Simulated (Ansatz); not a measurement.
ClGeH (SMILES [Cl][GeH]) moved off its minimum; all values from Ansatz (an electronic-structure program), cores frozen in correlated methods.
(charge 0, multiplicity 1)
```xyz
3

Ge     0.54521    -0.14244     0.50265
H      1.60887    -0.37893    -0.65911
Cl    -1.10041     0.33450    -0.90794
```

Problem. Give the forces (eV/Å), the total energy and the dipole at CCSD(T)/def2-TZVPPD.

Solution. 
```json
[
 {"atom": "Ge1", "Fx": "-0.286", "Fy": "0.078", "Fz": "-0.117"},
 {"atom": "H2", "Fx": "0.083", "Fy": "-0.019", "Fz": "-0.070"},
 {"atom": "Cl3", "Fx": "0.202", "Fy": "-0.059", "Fz": "0.187"}
]
```
Energy -2535.8092 hartree, dipole 1.97 D.

Doubts at one or more of the structures used: a restricted determinant that unrestricted orbitals would lower (CCSD(T)/def2-TZVPPD).
